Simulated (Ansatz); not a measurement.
`F[Si]1(F)BC1` + `NC[SiH2]N` → `F[SiH]1BC1` + `NC[SiH](N)F`  (redistribution)

Computed with Ansatz on PBE0-D4/def2-TZVP structures; ΔE is electronic, products minus reactants. CBS: MP2 limit from def2 TZ/QZ plus the TZ coupled-cluster correction, frozen cores. DFT in def2-TZVPP. Each species was taken in one conformer, which may not be the lowest.

```json
{"level": "r2SCAN-D4", "ΔE (kcal/mol)": "-4.3", "difference from CCSD(T)/CBS": "0.4"}
{"level": "ωB97X-V", "ΔE (kcal/mol)": "-4.8", "difference from CCSD(T)/CBS": "-0.1"}
{"level": "r2SCAN", "ΔE (kcal/mol)": "-4.3", "difference from CCSD(T)/CBS": "0.4"}
{"level": "PBE0", "ΔE (kcal/mol)": "-4.5", "difference from CCSD(T)/CBS": "0.2"}
{"level": "HF/def2-TZVPP", "ΔE (kcal/mol)": "-5.5", "difference from CCSD(T)/CBS": "-0.8"}
{"level": "MP2/def2-TZVPP", "ΔE (kcal/mol)": "-4.1", "difference from CCSD(T)/CBS": "0.6"}
{"level": "MP2/def2-QZVPP", "ΔE (kcal/mol)": "-4.4", "difference from CCSD(T)/CBS": "0.3"}
{"level": "SCS-MP2/def2-QZVPP", "ΔE (kcal/mol)": "-4.5", "difference from CCSD(T)/CBS": "0.2"}
{"level": "HF/CBS(def2)", "ΔE (kcal/mol)": "-5.5", "difference from CCSD(T)/CBS": "-0.8"}
{"level": "MP2/CBS(def2)", "ΔE (kcal/mol)": "-4.6", "difference from CCSD(T)/CBS": "0.1"}
{"level": "CCSD(T)/CBS", "ΔE (kcal/mol)": "-4.7", "difference from CCSD(T)/CBS": "0"}
```

Largest T1 diagnostic among the species: 0.014.

In def2-TZVPP, CCSD(T) changes the Hartree–Fock value by +1.3 kcal/mol (the triples alone add +0.2 kcal/mol) and MP2 by +1.4 kcal/mol.
